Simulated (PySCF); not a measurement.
Pb(CH3)(OH) at several levels of theory

Computed with PySCF 2.14.0 (density fitting, no spin-orbit coupling) at the geometry relaxed with PBE0:

```xyz
7
Pb(CH3)(OH) (singlet)
Pb   -0.0334    0.4706   -0.1195
C     1.8105    0.0598    1.1707
H     2.5125   -0.6146    0.6533
H     2.3415    0.9976    1.4030
H     1.4575   -0.4077    2.1014
O    -1.2757   -0.2570    1.4339
H    -2.2067   -0.2175    1.1835
```

```
 level                                                           basis    state  HOMO (eV)  gap (eV)  charge on Pb1 (e)  dipole about the centre of mass (D)  largest force component (eV/Å)
  PBE0      Pb def2-SVP with ECP60, C def2-SVP, H def2-SVP, O def2-SVP  singlet      -6.21      4.19               0.57                                 2.46                            0.02
r2SCAN                                                        the same  singlet      -5.38      2.81               0.55                                 2.32                            0.17
   PBE                                                        the same  singlet      -5.13      2.46               0.47                                 2.10                            0.59
    HF                                                        the same  singlet      -8.52      9.11               0.79                                 3.05                            1.00
  PBE0  Pb def2-TZVP with ECP60, C def2-TZVP, H def2-TZVP, O def2-TZVP  singlet      -6.32      4.18               0.69                                 2.75                            0.37
  PBE0         Pb x2c-SVPall, C x2c-SVPall, H x2c-SVPall, O x2c-SVPall  singlet      -6.24      4.21               0.61                                 2.46                            0.46
```

Charges are Mulliken's, which hang on the basis. The relaxation used the grid (50, 194), these runs (75, 302) or, all-electron (x2c bases, spin-free X2C Hamiltonian), (99, 590).

Task: What does B3LYP with Pb def2-SVP with ECP60, C def2-SVP, H def2-SVP, O def2-SVP give here?

Result: state singlet, HOMO (eV) -6.00, gap (eV) 3.73, charge on Pb1 (e) 0.53, dipole about the centre of mass (D) 2.39, largest force component (eV/Å) 0.32. Time: 2.8 s on 2 threads of Arm Neoverse V1, with other jobs on the host, from an already converged density.

In the first row's basis the gap widens with exact exchange: 2.5 to 2.8 eV for PBE, r2SCAN (none); 3.7 to 4.2 eV for B3LYP, PBE0 (a fixed share); 9.1 eV for Hartree–Fock (rising or full at long range).
